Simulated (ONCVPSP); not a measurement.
**terbium (Tb) ONCV: all-electron and pseudo phase curves**

* Element: terbium (Tb)
* Generator: ONCVPSP 4.0.1
* Type: optimised norm-conserving Vanderbilt (ONCV)
* Functional: PBE
* Relativity: scalar-relativistic
* Frozen core: [Kr] 4d10 4f8
* Valence charge: 11
* Reference configuration: 5s2 5p6 5d1 6s2
* Partial waves: 5s+6s: rc 1.70 bohr, ncon 3, nbas 7, qcut 5.6 1/bohr, 2 projectors; 5p: rc 2.50 bohr, ncon 3, nbas 6, qcut 5.2 1/bohr, 2 projectors, debl 3.1 Ha; 5d: rc 2.70 bohr, ncon 4, nbas 8, qcut 5 1/bohr, 3 projectors, debl 3.9 Ha
* Local potential: polynomial inside 1.60 bohr (lpopt 5, dvloc0 -1 Ha)
* Core correction: none

The phase is arctan(r·R′/R) of the radial function R(r), unwrapped; energies in Ha, scanned from -3 to 5 Ha. A pole is an energy at which the radial function vanishes at the test radius. The pseudo phase is shifted by a multiple of π to meet the all-electron one at the reference energy, and phase errors are pseudo minus all-electron; the curves can meet again beyond the range given. Levels narrower than the energy grid can be missing from the lists of poles.

Q: For each channel, where are the poles, and over which energies does the pseudopotential scatter like the atom?

A:

| channel | radius (bohr) | reference energy (Ha) | poles, all-electron | poles, pseudo | unbroken range about the reference energy with phases within 0.05 rad | phase error 1 Ha above the reference energy (rad) |
| --- | --- | --- | --- | --- | --- | --- |
| s | 1.73 | -0.15 | -0.87 | -0.87, 4.59 | below 2.5 | -0.000 |
| p | 2.54 | -1.02 | -0.85, 2.97 | -0.85, 2.96 | below 4.3 | -0.003 |
| d | 2.74 | -0.09 | 0.37, 3.55 | 0.37, 3.55 | the whole range | +0.001 |

Note: no bound ghost flagged; GHOST(+) flagged for s at 133.9 eV.

Phases in the p channel:

```
E (Ha)  all-electron  pseudo
 -2.98         1.350   1.350
 -2.76         1.335   1.335
 -2.54         1.317   1.317
 -2.32         1.293   1.293
 -2.10         1.260   1.260
 -1.88         1.210   1.210
 -1.66         1.122   1.121
 -1.44         0.898   0.896
 -1.22        -0.206  -0.208
 -1.00        -1.376  -1.376
 -0.78        -1.623  -1.624
 -0.56        -1.739  -1.740
 -0.34        -1.830  -1.832
 -0.12        -1.931  -1.933
  0.10        -2.071  -2.075
  0.32        -2.310  -2.318
  0.54        -2.781  -2.796
  0.76        -3.501  -3.515
  0.98        -4.016  -4.023
  1.20        -4.274  -4.276
  1.42        -4.413  -4.414
  1.64        -4.499  -4.499
  1.86        -4.558  -4.558
  2.08        -4.601  -4.601
  2.30        -4.635  -4.635
  2.52        -4.664  -4.664
  2.74        -4.689  -4.689
  2.96        -4.711  -4.712
  3.18        -4.732  -4.735
  3.40        -4.754  -4.758
  3.62        -4.776  -4.784
  3.84        -4.801  -4.814
  4.06        -4.829  -4.854
  4.28        -4.865  -4.912
  4.50        -4.912  -5.019
  4.72        -4.982  -5.296
  4.94        -5.102  -6.422
```
